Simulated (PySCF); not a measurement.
Start geometry of `[CH3][Sb]([CH3])[Cl]` (SbMe2Cl) from GFN2-xTB (Å):
```
atom  x, y, z in Å
Sb1   -0.2617   -0.6426    1.1997
C2     1.4829   -0.5514    0.0020
H3     1.9405    0.4057    0.1225
H4     1.3461   -0.6629   -1.0474
H5     2.1466   -1.3593    0.2932
C6    -1.2191    1.0518    0.0147
H7    -2.2368    1.1040    0.2421
H8    -1.0231    0.8422   -1.0475
H9    -0.7299    1.9898    0.3334
Cl10  -1.3209   -2.2541   -0.1083
```

Q: What comes out of this run: PBE0-D3(BJ)/def2-SVP geometry optimisation, gas phase, def2 core potentials past Kr (PySCF 2.14.0)?

A: 
```
atom  x, y, z in Å
Sb1   -0.211   -0.441    1.230
C2     1.534   -0.535   -0.042
H3     2.092    0.411    0.032
H4     1.213   -0.699   -1.080
H5     2.181   -1.364    0.277
C6    -1.222    1.026    0.005
H7    -2.285    1.062    0.282
H8    -1.127    0.750   -1.054
H9    -0.771    2.015    0.177
Cl10  -1.280   -2.303    0.178
```

The energy falls by 6.6 kcal/mol over 12 energy and gradient evaluations, the largest force component goes from 0.0529 to 2.6e-04 Eh/bohr, and the atoms move by 0.079 Å rms after alignment. The bond that changes most is Sb1–C6 (ends: antimony bonded to 2 C and Cl; carbon bonded to Sb and 3 H), which shortens by 0.117 Å. Bonds longer at the end by more than 0.005 Å: 6 of 9; shorter: 1. Among the angles that change most is Sb1–C2–H4, from 116.6° to 109.0°. Rotational constants go from 3624, 2240, 2023 to 3708, 2197, 1953 MHz. The orientation of the end geometry is arbitrary; only internal coordinates are fixed.

The run used 102 basis functions and 75 SCF cycles in all.

PBE0-D3(BJ)/def2-SVP frequencies: not computed here.
